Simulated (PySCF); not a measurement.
**Dipole response of Cs (caesium, neutral)**

[Xe] 6s1, 2S determinant. Calculation: PySCF 2.14, in ANO-RCC-VTZP; the spin-free X2C one-electron Hamiltonian (Gaussian nucleus). Coupled (time-dependent) response in atomic units; α is the mean over directions. The basis has no added diffuse functions, which lowers α and C₆.

| method | mean α (bohr³) | C₆ (like pair) | S(−4) |
| --- | --- | --- | --- |
| UHF | 653.9 | 13750 | 379000 |
| PBE | 454.9 | 8142 | 182300 |
| PBE0 | 506.0 | 9532 | 223600 |

S(−4) is the Cauchy moment in α(ω) = α(0) + S(−4) ω² + …

Reference α: 400.9 ± 0.7 bohr³ (recommended; Schwerdtfeger and Nagle, table of static dipole polarizabilities (2023 update)). Published C₆: 6660 (Gould and Bucko (2016)).

Hartree-Fock lies above the reference because it lacks correlation, which contracts the outer shell.

α(iu) at PBE:

| u (hartree) | α(iu) (bohr³) |
| --- | --- |
| 0 | 454.9 |
| 0.0500 | 230.9 |
| 0.100 | 99.85 |
| 0.200 | 38.21 |
| 0.300 | 23.39 |
| 0.500 | 13.61 |
| 0.750 | 8.839 |
| 1.00 | 6.311 |
| 1.50 | 3.703 |
| 2.00 | 2.445 |
| 3.00 | 1.315 |
| 5.00 | 0.5714 |

A single London oscillator, α(iu) = α/(1 + u²/ω²), gives C₆ = (3/4) ω α². Matching the computed C₆ needs ω = 4 × 8142 / (3 × 454.9²) = 0.0525 hartree.

Spin-orbit coupling, which splits the p, d and f shells strongly at this Z, is absent.
